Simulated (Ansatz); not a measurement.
Program: Ansatz. Geometries: PBE0-D4/def2-TZVP. ΔE: electronic, gas phase. CCSD(T)/CBS is the MP2 limit (def2-TZVPP, def2-QZVPP) plus CCSD(T) − MP2 in def2-TZVPP, frozen cores. This one scheme is used for every species. Functionals use def2-TZVPP. For Ge outer-core shells are correlated without core-valence functions, which leaves a few kJ/mol of doubt a bond. Scalar relativity is left out up to krypton. One conformer a species, not always the lowest.

Reaction (redistribution): `[NH2][AlH2]` + `F[BH][GeH2][SH]` → `[NH2][AlH][BH]F` + `[SH][GeH3]`

`[NH2][AlH2]`:

Z-matrix (Å, degrees):
```
N
Al 1 1.766
H 1 1.007 2 124.9
H 1 1.007 2 124.9 3 180.0
H 2 1.583 1 117.9 3 -180.0
H 2 1.583 1 117.9 3 0.0
```

`F[BH][GeH2][SH]`:

```xyz
8

F    -0.166    1.466    1.745
B    -0.111    1.357    0.432
Ge   -0.563   -0.463   -0.462
S     1.448   -1.446   -0.623
H     0.291    2.306   -0.183
H    -1.526   -1.382    0.311
H    -1.019   -0.341   -1.923
H     1.647   -1.497    0.704
```

`[NH2][AlH][BH]F`:

Z-matrix (Å, degrees):
```
N
Al 1 1.770
H 1 1.008 2 125.6
H 1 1.008 2 124.3 3 -180.0
B 2 2.169 1 116.8 3 -179.7
H 2 1.590 1 116.9 3 0.1
F 5 1.330 2 118.5 1 -2.9
H 5 1.208 2 127.4 1 177.0
```

`[SH][GeH3]`:

Cartesian coordinates in Å:
```
S -1.011 1.247 0.623
Ge 0.357 -0.420 0.077
H -1.334 1.540 -0.647
H 1.510 0.098 -0.798
H -0.410 -1.521 -0.670
H 0.889 -0.945 1.415
```

```
    level  ΔE (kJ/mol)
r2SCAN-D4         30.8
   B97M-V         39.6
```

Question: What does CCSD(T)/CBS give? (Estimate.)

Answer: The calculation gave: +28.2 kJ/mol. The listed levels differ from it by 2.6, 11.4 kJ/mol.

Largest T1 diagnostic among the species: 0.014.

In def2-TZVPP, CCSD(T) changes the Hartree–Fock value by +3.8 kJ/mol (the triples alone add +0.9 kJ/mol) and MP2 by +8.5 kJ/mol. At CCSD(T), def2-SVP lies −4.5 kJ/mol from the extrapolated value and def2-TZVPP −0.9 kJ/mol. Leaving LDA and LC-ωPBE aside and taking each functional with its dispersion term where it has one, the values, not all of them listed here, spread over 13.7 kJ/mol, from ωB97X-V to B97M-V. LDA lies +3.6 kJ/mol from PBE without D4.
